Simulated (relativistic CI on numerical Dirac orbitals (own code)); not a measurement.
**Electric-dipole transitions in Ba2+**

Computed by Dirac-Coulomb-Breit CI, separate exchange-only KLI orbitals for each configuration, QED by a radiative potential, valence Slater integrals scaled by 0.85, P86 correlation energy added to each configuration (own radial code, finite nucleus).

Configurations in the expansion (outside the closed core [Kr] 4d10): 5s²5p⁶, 5s²5p⁵5d, 5s²5p⁵5f, 5s²5p⁵6s, 5s²5p⁵6p, 5s5p⁶5d, 5s²5p⁵4f, 5s²5p⁵7s, 5s²5p⁵6d, 5s²5p⁵7p, 5s5p⁶5f, 5s²5p⁵8s, 5s²5p⁵7d, 5s²5p⁵5g, 5s²5p⁵6f, 5s²5p⁵8p, 5s5p⁶6p, 5s5p⁶6s, 5p⁶5d², 5p⁵5d³, 5p⁵5d²5f, 5p⁵5d²6s, 5p⁵5d²6p, 5p⁵4f5d², 5p⁶4f², 5p⁵4f²5d, 5p⁵4f²5f, 5p⁵4f²6s, 5p⁵4f²6p, 5p⁵4f³. Double excitations out of closed p, d and f shells are left out; levels of such configurations are missing from the list, as are those of other unlisted configurations, and high levels can miss mixing partners. These lack a partner that the ground configuration has and come out too high: 5s²5p⁵7s, 5s²5p⁵6d, 5s²5p⁵7p, 5s²5p⁵8s, 5s²5p⁵7d.

```tsv
λ vac (nm)	Lower	Upper	A (s⁻¹)	log gf	S velocity/length
37.771	5s²5p⁶ ¹S0 [1]	5s²5p⁵8s ³P°1 [111]	4.25e+08	-1.56	0.68
40.465	5s²5p⁶ ¹S0 [1]	5s²5p⁵8s ¹P°1 [73]	9.36e+08	-1.16	0.64
41.999	5s²5p⁶ ¹S0 [1]	5s²5p⁵7s ³P°1 [67]	8.12e+08	-1.19	0.69
45.314	5s²5p⁶ ¹S0 [1]	5s²5p⁵7s ¹P°1 [46]	1.67e+09	-0.81	0.68
54.068	5s²5p⁶ ¹S0 [1]	5s²5p⁵5d ¹P°1 [26]	4.21e+10	0.74	0.57
57.398	5s²5p⁶ ¹S0 [1]	5s²5p⁵6s ³P°1 [18]	1.88e+09	-0.55	0.82
156.71	5s²5p⁵5d ³P°1 [3]	5s²5p⁵6p ³D1 [35]	1.76e+07	-1.71	0.73
158.74	5s²5p⁵5d ³P°2 [4]	5s²5p⁵6p ³P1 [37]	2.36e+07	-1.57	1.03
195.66	5s²5p⁵5d ³P°0 [2]	5s²5p⁵6p ¹P1 [27]	8.87e+06	-1.82	0.70
198.46	5s²5p⁵5d ³P°1 [3]	5s²5p⁵6p ³P2 [29]	1.78e+07	-1.28	0.76
213.10	5s²5p⁵5d ³P°2 [4]	5s²5p⁵6p ³P2 [29]	5.52e+07	-0.73	0.74
218.18	5s²5p⁵5d ³P°2 [4]	5s²5p⁵6p ¹P1 [27]	3.29e+07	-1.15	0.78
221.74	5s²5p⁵5d ³P°0 [2]	5s²5p⁵6p ³S1 [21]	9.63e+07	-0.67	0.77
224.32	5s²5p⁵5d ³P°2 [4]	5s²5p⁵6p ³D3 [25]	7.68e+07	-0.39	0.79
230.00	5s²5p⁵5d ³F°4 [5]	5s²5p⁵6p ³D3 [25]	3.67e+08	0.31	0.62
231.03	5s²5p⁵5d ³P°1 [3]	5s²5p⁵6p ³S1 [21]	2.15e+08	-0.29	0.76
241.15	5s²5p⁵5d ³F°3 [6]	5s²5p⁵6p ³D3 [25]	4.40e+07	-0.57	0.68
251.11	5s²5p⁵5d ³P°2 [4]	5s²5p⁵6p ³S1 [21]	2.35e+08	-0.18	0.72
269.94	5s²5p⁵5d ³D°3 [8]	5s²5p⁵6p ³P2 [29]	2.23e+08	0.09	0.58
345.01	5s²5p⁵5d ³D°1 [10]	5s²5p⁵6p ¹P1 [27]	1.57e+08	-0.08	0.76
```

Terms are leading LS components. Brackets give the number of a level in order of energy, since labels repeat. The list gives strong lines, with weight on those to low levels, among the lowest 127 of 3775 levels, so that lines to higher ones, which can be the strongest, are missing, and without lines across small gaps between configurations, and without 222 lines that miss the measured interval by over 3.5 %, start from a term whose rates miss tabulated ones by over 60 %, have gauges far apart or, lacking measured levels, span too small a gap for the errors found; lines with a level outside our table were not tested and can miss by more. Levels whose partners in the same complex of configurations lie outside the list can be far off, and so can their lines. Rates are taken at the computed energies, electric ones in the length gauge. A velocity-to-length ratio far from 1 marks an uncertain rate.

Correlation outside the listed configurations is missing or only estimated: errors of thousands of cm⁻¹ between configurations and terms are usual at this charge. Rates and lifetimes follow the computed energies and can be off by large factors. The fine structure of a lone outer electron comes out too small, for d and f at times inverted, and misplaced configurations move strength between like terms. 22 of the 37 excited levels that our extract of the measured tables holds in this range could be paired (the sources list more); they are missed by 3336 cm⁻¹ on average and 7371 at most, and levels without a partner can miss by more.

LS names give the leading component of a level, which can be under half, so a name can repeat, a term be missing and a line seem to break the LS rules.
